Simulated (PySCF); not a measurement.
Numbering as in the mapped SMILES `[N:1]#[C:2][C@:3]1([F:4])[CH2:5][CH2:6][NH:7][CH2:8][SiH2:9]1`; H(Xn) means a hydrogen on atom n. Ha(C5), Ha(C6), Ha(C8), Ha(Si9) are pro-R; Hb(C5), Hb(C6), Hb(C8), Hb(Si9) are pro-S.

No relativistic terms, a single conformation, no solvent. NMR shieldings at PBE0/pcSseg-1/GIAO; GFN2-xTB geometry; PySCF 2.14.

**Question.** Predict the 2D correlation tables (HSQC, COSY, HMBC).

**Answer.** 

HSQC (one-bond C–H):
```
           δH         δC
3.43 (Ha(C6))  49.4 (C6)
3.17 (Ha(C8))  36.2 (C8)
2.74 (Hb(C8))  36.2 (C8)
2.68 (Hb(C6))  49.4 (C6)
2.53 (Ha(C5))  44.3 (C5)
1.66 (Hb(C5))  44.3 (C5)
```

COSY cross peaks (H two or three bonds apart, from the bond graph; peaks can be absent where the dihedral angle is near 90°):
```
            δH              δH
4.33 (Hb(Si9))  3.96 (Ha(Si9))
4.33 (Hb(Si9))   3.17 (Ha(C8))
4.33 (Hb(Si9))   2.74 (Hb(C8))
3.96 (Ha(Si9))   3.17 (Ha(C8))
3.96 (Ha(Si9))   2.74 (Hb(C8))
 3.43 (Ha(C6))   2.68 (Hb(C6))
 3.43 (Ha(C6))   2.53 (Ha(C5))
 3.43 (Ha(C6))   1.66 (Hb(C5))
 3.17 (Ha(C8))   2.74 (Hb(C8))
 2.68 (Hb(C6))   2.53 (Ha(C5))
 2.68 (Hb(C6))   1.66 (Hb(C5))
 2.53 (Ha(C5))   1.66 (Hb(C5))
```

HMBC (two and three bonds, from the bond graph):
```
            δH                                           δC
4.33 (Hb(Si9))  124.0 (C2), 82.3 (C3), 44.3 (C5), 36.2 (C8)
3.96 (Ha(Si9))  124.0 (C2), 82.3 (C3), 44.3 (C5), 36.2 (C8)
 3.43 (Ha(C6))              82.3 (C3), 44.3 (C5), 36.2 (C8)
 3.17 (Ha(C8))                         82.3 (C3), 49.4 (C6)
 2.74 (Hb(C8))                         82.3 (C3), 49.4 (C6)
 2.68 (Hb(C6))              82.3 (C3), 44.3 (C5), 36.2 (C8)
 2.53 (Ha(C5))             124.0 (C2), 82.3 (C3), 49.4 (C6)
 1.66 (Hb(C5))             124.0 (C2), 82.3 (C3), 49.4 (C6)
```

Shifts are taken against calculated references (same method and geometry level): ¹H and ¹³C against TMS.

Short H···H contacts in this conformer between protons four or more bonds apart (candidates for NOE cross peaks, intensity ∝ r⁻⁶): Hb(C6)···Hb(C8) 2.42 Å.

OH and NH positions are those of a molecule without intermolecular hydrogen bonds; in solution they move with solvent, concentration and temperature, and exchange usually removes their couplings. Shifts are as computed. Against solution values, carbons near 30 ppm lie about +3 ppm off and those near 130 ppm about +5 ppm. Of 1211 compounds with measured shifts, 218 miss one by over three times the rms of a fit or turn the order of signals round; such compounds aren't used in these exercises.
